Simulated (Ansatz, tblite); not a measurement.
Cost and result up the ladder for Ge5Se (6 atoms). Charge 0, multiplicity 1. Geometry: r2SCAN-D4/def2-SVP.

```xyz
6

Ge    1.033    0.053   -1.153
Ge   -1.366   -0.726   -0.186
Ge    0.247   -2.332    0.357
Ge   -1.264    1.515   -1.241
Ge    1.091   -0.363    1.601
Se    0.260    1.853    0.623
```

Ansatz on 4 threads of Arm Neoverse V2 on a shared host; xTB runs through tblite on one thread. Times are rough, summed over both states, and most runs start from the orbitals of an earlier one. PBE0-D4/def2-SVP serves as the yardstick here, not as an exact answer. The other state is a triplet.

The xTB rows come from tblite. Another isomer (singlet) lies 0.04 eV lower at PBE0-D4/def2-TZVP; other spin states weren't run for this one.

xTB has no spin-polarisation term.

```csv
level,functions,wall time,vertical triplet (eV),difference from PBE0-D4/def2-SVP (eV)
GFN1-xTB,54,0.015 s,1.27,-0.42
GFN2-xTB,54,0.019 s,1.51,-0.18
PBE-D4/def2-SVP,192,12 s,1.70,0.01
PBE0-D4/def2-SVP,192,30 s,1.69,0.00
```
